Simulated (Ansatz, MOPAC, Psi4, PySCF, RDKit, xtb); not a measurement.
Complex: C2H6 (SMILES CC) (first 8 atoms) with C2H6O (SMILES COC); geometry from B3LYP-D3(BJ)/def2-TZVP, rigid monomers moved along the line of their centres of mass till H5···O10 is 3.59 Å.
(charge 0, multiplicity 1):
```xyz
17

C     -0.32389     0.76153     0.02995
C      0.17250    -0.68026    -0.03513
H     -1.38509     0.82557    -0.22078
H      0.21785     1.39717    -0.67362
H     -0.18876     1.17462     1.03010
H     -0.37524    -1.31987     0.66024
H      1.23129    -0.74610     0.22391
H      0.05063    -1.10329    -1.03455
C      1.21008    -0.33871     4.73110
O      0.13509     0.55632     4.55075
C     -1.11919    -0.05964     4.73822
H      1.15763    -1.17500     4.02251
H      1.22469    -0.74570     5.75084
H      2.12982     0.21762     4.55680
H     -1.27194    -0.88236     4.02768
H     -1.88310     0.69839     4.57263
H     -1.22188    -0.45666     5.75675
```

Interaction energies are E(AB) − E(A) − E(B) at the monomers' geometry in the complex; basis-set methods are counterpoise corrected. Rows marked so take none. RDKit's UFF carries no charges.

Cores are frozen in the correlated methods. Rows in 3-21G carry no dispersion term and start afresh at each structure. The state that PM6 reach isn't checked.

The values were computed with Ansatz (Gaussian basis) for Hartree–Fock, density functionals and correlated methods; MOPAC for PM6 (differences of heats of formation); Psi4 for SAPT; PySCF for 3-21G rows, the dispersion terms; RDKit for the force fields; xtb for the GFN methods. Each number belongs to the level named beside it.

```tsv
level	interaction energy (kcal/mol)
UFF	-0.81
GFN-FF	-0.62
PM6	-0.05
GFN1-xTB	-0.59
HF/3-21G (no counterpoise)	-0.27
HF/aug-cc-pVDZ	-0.06
PBE-D3(BJ)/def2-TZVPPD	-0.85
PBE0/def2-TZVPPD	-0.25
SAPT0/jun-cc-pV(D+d)Z	(withheld)
```

Q: Fill in the missing entries.

A: 
- SAPT0/jun-cc-pV(D+d)Z, interaction energy (kcal/mol): -0.49

Ansatz is an electronic-structure program.
